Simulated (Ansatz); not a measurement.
Ansatz results at the PBE0-D4/def2-TZVP geometry: size of the dipole moment (PBE/def2-TZVPP) 1.82 D; LUMO energy (ωB97M-V/def2-TZVPP) 1.31 eV; HOMO–LUMO gap (ωB97M-V/def2-TZVPP) 12.55 eV.

Which molecule gave them?
A. `[Cl][GeH2][Cl]`
B. `C[N](C)[GeH]([OH])[N](C)C`
C. `[OH][GeH]([OH])[Cl]`
D. `[CH3][Ge]([CH3])([F])[Cl]`

A. The others give `[OH][GeH]([OH])[Cl]`: 0.98, 1.74, 13.27; `C[N](C)[GeH]([OH])[N](C)C`: 1.48, 2.20, 10.69; `[CH3][Ge]([CH3])([F])[Cl]`: 3.14, 2.11, 12.94.
